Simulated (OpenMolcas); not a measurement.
# Ni3+ in a point-charge field

Ni3+ among 6 point charges of -1 e arranged as an octahedron (Oh), 1.77 Å from the ion.

* Program: OpenMolcas 26.06
* Method: CASSCF
* Basis: ANO-RCC-VDZP [5s4p2d1f]
* Scalar Hamiltonian: DKH2, point nucleus
* Active space: 7 electrons in 5 orbitals (3d)
* State averaging: 2S+1 = 4 even, 10 roots; 2S+1 = 2 even, 40 roots
* Spin-orbit coupling: RASSI with atomic mean-field integrals over the reference wave functions

The lowest spin-free states (labels of O, the rotations of Oh), above the lowest:

```json
{"State": "4T1", "Degeneracy": "3", "E (cm-1)": "0.0", "Free-ion L (%)": "F (100)"}
{"State": "4T2", "Degeneracy": "3", "E (cm-1)": "2338", "Free-ion L (%)": "F (100)"}
{"State": "4A2", "Degeneracy": "1", "E (cm-1)": "5212", "Free-ion L (%)": "F (100)"}
{"State": "2E", "Degeneracy": "2", "E (cm-1)": "21607", "Free-ion L (%)": "G (84)"}
{"State": "2T2", "Degeneracy": "3", "E (cm-1)": "22483", "Free-ion L (%)": "G (98)"}
{"State": "2T1", "Degeneracy": "3", "E (cm-1)": "22640", "Free-ion L (%)": "G (92)"}
{"State": "4T1", "Degeneracy": "3", "E (cm-1)": "22952", "Free-ion L (%)": "P (100)"}
{"State": "2A1", "Degeneracy": "1", "E (cm-1)": "23450", "Free-ion L (%)": "G (100)"}
{"State": "2T1", "Degeneracy": "3", "E (cm-1)": "29078", "Free-ion L (%)": "P (68)"}
{"State": "2T1", "Degeneracy": "3", "E (cm-1)": "29612", "Free-ion L (%)": "H (96)"}
{"State": "2T2", "Degeneracy": "3", "E (cm-1)": "30061", "Free-ion L (%)": "H (87)"}
{"State": "2E", "Degeneracy": "2", "E (cm-1)": "30348", "Free-ion L (%)": "H (89)"}
{"State": "2T1", "Degeneracy": "3", "E (cm-1)": "31977", "Free-ion L (%)": "H (65)"}
{"State": "2E", "Degeneracy": "2", "E (cm-1)": "32754", "Free-ion L (%)": "D (94)"}
{"State": "2T2", "Degeneracy": "3", "E (cm-1)": "33295", "Free-ion L (%)": "D (87)"}
{"State": "2T1", "Degeneracy": "3", "E (cm-1)": "50972", "Free-ion L (%)": "F (99)"}
{"State": "2T2", "Degeneracy": "3", "E (cm-1)": "51094", "Free-ion L (%)": "F (100)"}
{"State": "2A2", "Degeneracy": "1", "E (cm-1)": "51524", "Free-ion L (%)": "F (100)"}
{"State": "2E", "Degeneracy": "2", "E (cm-1)": "79224", "Free-ion L (%)": "D (100)"}
{"State": "2T2", "Degeneracy": "3", "E (cm-1)": "79302", "Free-ion L (%)": "D (100)"}
```

The lowest levels with spin-orbit coupling:

```tsv
E (cm-1)	Degeneracy	Label	2S+1	g
0.0	2	Γ6	4	4.82 4.82 4.82
408.9	4	Γ8	4	
1119	4	Γ8	4	
1550	2	Γ7	4	0.01 0.01 0.01
3265	2	Γ6	4	2.82 2.82 2.82
3334	4	Γ8	4	
3702	4	Γ8	4	
3797	2	Γ7	4	2.01 2.01 2.01
6580	4	Γ8	4	
22301	4	Γ8	2	
23036	4	Γ8	2	
23584	2	Γ7	4	2.59 2.59 2.59
23608	4	Γ8	4	
23758	2	Γ6	2	2.91 2.91 2.91
23886	4	Γ8	4 (61 %)	
24045	4	Γ8	2 (66 %)	
24154	2	Γ7	2	2.46 2.46 2.46
24535	2	Γ6	4	2.43 2.43 2.43
24706	2	Γ6	2	0.83 0.83 0.83
29784	4	Γ8	2
```

Powder χT (cm3 K/mol): 2.2 at 2 K, 2.28 at 10 K, 2.69 at 50 K, 3.18 at 100 K, 3.9 at 200 K, 4.23 at 300 K. The effective moment at 300 K is 2.828 √(χT) = 5.82 μB.

The lowest level has 2S+1 = 4, for which the spin-only value is χT = S(S+1) / 2 = 1.875 cm3 K/mol (g = 2). The computed 4.235 at 300 K differs by +2.360, through orbital momentum, spin-orbit coupling and any other state in reach. With a threefold ground state the orbital momentum is unquenched, so the spin-only value is not expected to hold.

A least-squares ligand-field fit to the states below 45000 cm-1, each weighted by its degeneracy and with a free common offset, gives 10Dq = 2627 cm-1, B = 1408 cm-1 and C = 5207 cm-1 (C/B = 3.70), with an rms deviation of 100 cm-1.

An orbital triplet at a regular site is open to Jahn-Teller coupling, which can distort the site and quench the lowest spin-orbit gaps and is left out. Without dynamic correlation the repulsion within the d shell is too large (B by tens of per cent), so at a given field states of lower spin stand too high. Point charges give a weaker field than real ligands, and real ions of this kind are often low spin; the high spin found here belongs to the model. This field is weak: 10Dq is about 2627 cm-1, while octahedral complexes of 3d ions of charge 3 and more, computed by the same method with explicit ligands, had a median near 15000 cm-1. Ground spin and moment need not be those of a real site. Point charges carry no covalency, so the field is a model and not that of real ligands. No measured value stands beside these numbers.
